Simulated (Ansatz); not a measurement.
Conformers of F$_{2}$H$_{3}$O$_{2}$Si$_{2}$ (`O[SiH][Si](O)(F)F`) radical, each relaxed with PBE0-D4/def2-TZVP in Ansatz. CBS adds the triple-zeta coupled-cluster correction to the MP2 limit.

Not all of them had a frequency check.

Conformer A:

Cartesian coordinates in Å:
```
O -0.603 -0.048 2.228
Si -0.953 -0.903 0.858
Si 0.134 0.031 -0.980
O 1.613 0.414 -0.418
F 0.230 -1.012 -2.177
F -0.517 1.323 -1.647
H 0.316 0.207 2.342
H -2.435 -0.941 0.752
H 2.216 0.929 -0.958
```

Conformer B:

Z-matrix (Å, degrees):
```
Si
Si 1 2.331
F 1 1.594 2 117.5
O 1 1.622 2 108.6 3 -123.9
F 1 1.596 2 106.7 3 116.2
O 2 1.652 1 112.0 3 -71.4
H 2 1.486 1 113.9 3 49.0
H 4 0.959 1 119.8 2 163.5
H 6 0.960 2 117.1 1 -48.3
```

Problem. Which is lowest in electronic energy at CCSD(T)/CBS (frozen core, def2 sets), and by how much? (Estimate.)

Solution. Ansatz gave: A; B lies 0.8 kJ/mol higher. Gaps under about 2 kJ/mol don't settle the order.

Problem. Give the energies relative to A (kJ/mol) with PBE-D4/def2-TZVPP, B2PLYP/def2-TZVPP, r2SCAN/def2-TZVPP, B3LYP/def2-TZVPP, MP2/def2-TZVPP, CCSD(T)/def2-TZVPP, MP2/CBS(def2). (An estimate is asked.)

Solution. Ansatz gave: 
| level | B |
| --- | --- |
| PBE-D4/def2-TZVPP | 0.8 |
| B2PLYP/def2-TZVPP | 0.7 |
| r2SCAN/def2-TZVPP | 0.8 |
| B3LYP/def2-TZVPP | 0.4 |
| MP2/def2-TZVPP | 1.2 |
| CCSD(T)/def2-TZVPP | 1.1 |
| MP2/CBS(def2) | 1.0 |

B3LYP here is the variant with VWN-RPA as its local correlation; programs differ in this.
